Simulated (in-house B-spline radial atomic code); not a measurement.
The numbers below are computed, except where a source is named.
## Se in an electron gas of r_s = 2.4: phase shifts, screening, friction and resistivity

A nucleus sits in a uniform electron gas with a rigid positive background. The Kohn-Sham equations are solved self-consistently in the spin-unpolarised LDA (PW92), non-relativistic, on B-splines with outgoing waves at the boundary and partial waves to l = 8. The model has no lattice, no bands and no magnetic solution. Atomic units; δ_l are the phase shifts at the Fermi level, counted so that each bound state adds π, and good to about 0.0005.

The density parameter is r_s = 2.4 bohr, near that of the valence electrons of In (3 per atom, density 7.31 g/cm³, mass 114.82 u, which gives r_s = 2.41).

| l | δ_l (rad) |
| --- | --- |
| 0 | 10.8655 |
| 1 | 8.2013 |
| 2 | 3.5112 |
| 3 | 0.0464 |
| 4 | 0.0057 |
| 5 | 0.0010 |
| 6 | 0.0002 |
| 7 | 0.0003 |
| 8 | 0.0002 |

Bound levels below the band bottom (hartree): p -51.11, s -7.16, p -5.166, d -1.626, s -0.308 and deeper ones.

(1) Check the Friedel sum rule, and say where the screening charge sits.

(2) Find the transport cross section and the electronic stopping of a 5 keV Se ion (mass 78.97 u).

(3) What residual resistivity would 1 atomic per cent of such centres give in In?

(4) On a substitutional site the background of one host ion, a sphere holding 3 charges, is taken out. The phase shifts for l = 0 to 4 become 10.5256, 7.7153, 3.0665, -0.0326, -0.0070. What follows?

## Answers

(1) k_F = (9π/4)^(1/3)/r_s = 0.79965. The rule is Z = (2/π) Σ (2l + 1) δ_l. The terms are s 6.917, p 15.663, d 11.176, f 0.207 and 0.046 beyond, in all 34.010 against Z = 34. Bound states hold 8 s, 12 p, 10 d electrons, so the scattering states carry 4.01 in all; where a term is smaller than its bound count, the bound level has drawn weight out of the band.

(2) σ_tr = (4π/k_F²) Σ (l + 1) sin²(δ_l − δ_(l+1)). The terms for l = 0 to 3 are 0.2111, 1.9990, 0.3026, 0.0066, all together 2.5195, so σ_tr = 19.652 × 2.5195 = 49.513 bohr². With n = 3/(4π r_s³) = 0.01727, the friction coefficient is Q = n k_F σ_tr = 0.6838. For v well below v_F = 0.800, dE/dx = Q v; with 24801 eV per u at v = 1, v = √(5000/(24801 × 78.97)) = 0.0505, so dE/dx = 0.03455 hartree/bohr = 17.8 eV/nm. The largest term couples the p and d waves.

(3) Δρ = k_F n_i σ_tr/n in atomic units of 21.74 μΩ·cm. With one host atom per 3 electrons, n_i/n = 0.01/3, so Δρ = 0.7996 × 0.00333 × 49.513 × 21.74 = 2.87 μΩ·cm. This is an atom added to the gas, as on an interstitial site.

(4) The Friedel sum is now 31.01, for Z − 3 = 31. The sum in σ_tr is 2.1059, so σ_tr = 41.39 bohr² and Δρ = 2.40 μΩ·cm per atomic per cent, 0.84 times the value above. A real host ion scatters too, so this model doesn't give zero even for the host's own atom.
